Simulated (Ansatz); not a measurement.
Ansatz (a quantum-chemistry and plane-wave program) input:

Ansatz 0.2 input:
```yaml
crystal:
  periodic: [false, false, false]
  atoms:
    - {symbol: Si, position_ang: [0.48751529, 0.05098002, -0.11322186]}
    - {symbol: Br, position_ang: [0.12834086, -0.53382407, 2.00937734]}
    - {symbol: Br, position_ang: [-0.37425376, -1.54190062, -1.38911514]}
    - {symbol: Br, position_ang: [-0.52366445, 1.99483247, -0.43998095]}
    - {symbol: N, position_ang: [2.11167573, 0.23404636, -0.53970510]}
    - {symbol: H, position_ang: [2.69839873, -0.57155456, -0.69108384]}
    - {symbol: H, position_ang: [2.62986436, 1.05073732, -0.25571802]}
basis:
  gaussian:
    orbitals: def2-SVPD
magnetization: {spin_polarized: false}
correlation: {method: ccsd_t, electrons: outside_noble_gas}
output: {forces: true}
```

Question: Which total energy does the run end on?

Answer: -8061.62901 Eh (CCSD(T)/def2-SVPD). The basis has 183 functions.
